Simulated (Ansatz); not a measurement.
This geometry of C3H5BClN (11 atoms, charge 0, multiplicity 1) is a first-order saddle point.

Theory: Ansatz, RKS BLYP-D4/6-31G*.

```xyz
11
Properties=species:S:1:pos:R:3
B 0.565 -1.401 -0.779
C 0.106 -0.123 -0.089
C -0.170 -0.222 1.224
N -0.255 -0.338 2.438
C -0.054 1.192 -0.841
Cl -0.511 2.618 0.230
H 0.653 -2.425 -0.160
H 0.838 -1.375 -1.951
H -1.145 -0.580 2.890
H 0.884 1.474 -1.340
H -0.847 1.123 -1.600
```

Question: Which two structures does it join? (They come from a converged band through this point; their orientation in space is the band's.)

Answer: No bond is made or broken. The dihedral B1–C2–C5–Cl6 goes from 100 to -98°.

Image 0:

```xyz
11
Properties=species:S:1:pos:R:3
B -0.138 -1.476 -0.808
C 0.117 -0.144 -0.113
C 0.349 -0.193 1.215
N 0.696 -0.273 2.383
C 0.067 1.202 -0.798
Cl -1.548 2.096 -0.494
H -0.086 -2.507 -0.195
H -0.378 -1.478 -1.987
H 0.021 -0.265 3.156
H 0.839 1.902 -0.453
H 0.126 1.080 -1.885
```

Image 8:

```xyz
11
Properties=species:S:1:pos:R:3
B 0.291 -1.441 -0.813
C 0.009 -0.131 -0.084
C 0.010 -0.182 1.263
N 0.159 -0.231 2.474
C -0.263 1.186 -0.774
Cl 1.259 2.262 -0.872
H 0.485 -2.455 -0.199
H 0.298 -1.445 -2.016
H -0.610 -0.445 3.120
H -0.563 1.018 -1.815
H -1.010 1.807 -0.263
```

Question: How far does it lie above each of them?

Answer: 6.7 kJ/mol above the first and 4.1 kJ/mol above the second. This is the barrier of this one path; another mechanism may lie lower.

The run took 45 s on 2 threads of AMD EPYC 9R45 96-Core Processor (Zen 5) (shared host), peak memory 0.17 GiB.
